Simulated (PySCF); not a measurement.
## Exercise with solution: entropy of an ideal gas

CuF, SMILES [F][Cu], multiplicity 1.

Geometry: PBE0-D3(BJ)/def2-TZVPD. The spin state was assumed, not searched.

PBE0-D3(BJ)/def2-TZVPD (PySCF 2.14.0) gives the harmonic wavenumbers 593 cm⁻¹ and the rotational temperature 0.5327 K. The molar mass is 82.54 g/mol, the symmetry number 1, the spin multiplicity 1.

**Question.** Work out the entropy at 298.15 K and 1 atm in the rigid-rotor, harmonic-oscillator model.

**Answer.** 
Translation (Sackur–Tetrode at 1 atm): S = R[1.5 ln M + 2.5 ln T − 1.16487] = 163.8 J/(mol K).
Rotation: q = T/(σ θ) = 560, S = R[ln q + 1] = 60.9 J/(mol K).
Vibration: with u = 1.4388 ν/T, each mode gives R[u/(e^u − 1) − ln(1 − e^−u)]:
| ν (cm⁻¹) | modes | u | S (J/(mol K)) |
|---|---|---|---|
| 593 | 1 | 2.86 | 1.93 |
These are all the modes. Sum 1.9 J/(mol K).
Spin: R ln 1 = 0.0 J/(mol K).
Total 226.6 J/(mol K); the program's own thermochemistry gives 226.6. Translation makes up 72 % and vibration 1 %. Anharmonicity, hindered rotation and orbital degeneracy are left out.
